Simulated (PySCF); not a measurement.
# A small calculation by hand: entropy of an ideal gas

AlCl₂Br, SMILES [Cl][Al]([Cl])[Br].

The structure is a stationary point at PBE0-D3(BJ)/def2-SVP.

PBE0-D3(BJ)/def2-SVP (PySCF 2.14.0) gives the harmonic wavenumbers 122, 134, 193, 327, 577, 635 cm⁻¹ and the rotational temperatures 0.1060, 0.0586, 0.0377 K. The molar mass is 177.79 g/mol, the symmetry number 2, the spin multiplicity 1.

### Question
Work out the entropy at 298.15 K and 1 atm in the rigid-rotor, harmonic-oscillator model.

### Answer

Translation (Sackur–Tetrode at 1 atm): S = R[1.5 ln M + 2.5 ln T − 1.16487] = 173.4 J/(mol K).
Rotation: q = (√π/σ) T^1.5/√(θA θB θC) = 298000, S = R[ln q + 3/2] = 117.3 J/(mol K).
Vibration: with u = 1.4388 ν/T, each mode gives R[u/(e^u − 1) − ln(1 − e^−u)]:
```
ν (cm⁻¹)  modes     u  S (J/(mol K))
--------  -----  ----  -------------
122           1  0.59          12.84
134           1  0.65          12.08
193           1  0.93           9.20
327           1  1.58           5.33
577           1  2.78           2.05
635           1  3.06           1.65
```
These are all the modes. Sum 43.2 J/(mol K).
Spin: R ln 1 = 0.0 J/(mol K).
Total 333.8 J/(mol K); the program's own thermochemistry gives 333.8. Translation makes up 52 % and vibration 13 %. Anharmonicity, hindered rotation and orbital degeneracy are left out.
